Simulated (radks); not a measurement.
These are the eigenvalues of the occupied orbitals of an atom or ion with whole-number occupations (eV). All-electron calculation, scalar-relativistic Kohn-Sham, Wu-Cohen GGA, spin-unpolarised, spherical densities, finite nucleus; Fermi nuclear charge, rms radius of each element as measured or else 0.836 A^(1/3) + 0.57 fm. Program: a radial shooting solver on a logarithmic mesh with Libxc functionals.

orbital  eigenvalue
1s        -46719.00
2s        -7678.812
2p        -6856.917
3s        -1725.132
3p        -1468.120
3d        -1119.537
4s        -384.8840
4p        -300.0216
4d        -180.7719
5s         -87.1596
5p         -64.9644
4f         -51.9303

Which element is it, and in what charge state? The configuration may be excited.

Answer. Z = 62, samarium, charge +4: Sm4+ in [Xe] 4f4. The list shows which subshells hold electrons but not how many an open one holds; the 1s level, -1716.9 hartree, gives Z - s = 58.6 by -(Z - s)^2/2, which with screening and relativity narrows Z to a few neighbours, and the depths of the outer levels then fix element, charge and occupations together.
